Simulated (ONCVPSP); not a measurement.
## Transferability test, ONCV potential for Ru

* Element: Ru (Z = 44)
* Generator: ONCVPSP 4.0.1
* Type: optimised norm-conserving Vanderbilt (ONCV)
* Functional: PBE
* Relativity: fully relativistic
* Frozen core: [Kr]
* Valence charge: 8
* Reference configuration: 4d7 5s1
* Partial waves: 5s: rc 2.35 bohr, ncon 5, nbas 10, qcut 2.5 1/bohr, 2 projectors, debl 3.7 Ha; p scattering state at 0.14 Ha: rc 2.30 bohr, ncon 3, nbas 7, qcut 3.2 1/bohr, 2 projectors, debl 2.8 Ha; 4d: rc 1.82 bohr, ncon 3, nbas 7, qcut 7.9 1/bohr, 2 projectors, debl 3.1 Ha
* Local potential: polynomial inside 1.10 bohr (lpopt 5, dvloc0 -1 Ha)
* Core correction: Teter function, parameters optimised by the program

Open shells are filled in proportion to 2j + 1.

Energies are relative to the spin-unpolarised reference configuration 4d7 5s1; without spin polarisation the order of configurations can differ from experiment.

(1) Give the all-electron excitation energy and the error of the potential for: 4d7 5s0; 4d6 5s0; 4d5 5s0; 4d6 5s2.

Note: ghosts flagged at negative energy: s at -114.2 eV, p3/2 at -17.2 eV, p1/2 at -17.3 eV; GHOST(+) flagged for s at 115.3 eV. A true bound ghost makes a file unfit for plane-wave use.

## Answers

(1)

| valence configuration | charge | ΔE all-electron (eV) | error AE − PS (meV) |
| --- | --- | --- | --- |
| 4d7 5s0 | +1 | 7.294 | -95 |
| 4d6 5s0 | +2 | 25.480 | -335 |
| 4d5 5s0 | +3 | 56.099 | -939 |
| 4d6 5s2 | 0 | 1.700 | -96 |
